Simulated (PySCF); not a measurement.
# Correlation energy of Sn (tin, neutral)

[Kr] 4d10 5s1 5p2 5d1, one real determinant (an excited configuration). Computed with PySCF 2.14 in x2c-TZVPPall with one added diffuse shell each of s, p, d, f type (9s7p5d3f, 76 functions), with scalar relativity by spin-free X2C-1e. Frozen: [Kr] 4d10; 4 electrons correlated.

```json
{"level": "CCSD", "correlation energy (mhartree)": "-22.21"}
{"level": "(T)", "correlation energy (mhartree)": "-1.77"}
{"level": "CCSD(T)", "correlation energy (mhartree)": "-23.98"}
```

Diagnostics: T1 = 0.029, D1 = 0.0798, largest double amplitude 0.282.

**Question.** Is a single reference adequate?

**Answer.** Not fully. The real determinant used has ⟨L²⟩ near 8 against 12 for a pure F term, so it mixes terms. The outer electron is Rydberg-like, and this basis confines it to a smaller radius and binds it less than a complete one would. A double-excitation amplitude exceeds 0.15, a sign of near-degeneracy.

The reference is one real determinant that mixes LS terms of this configuration.
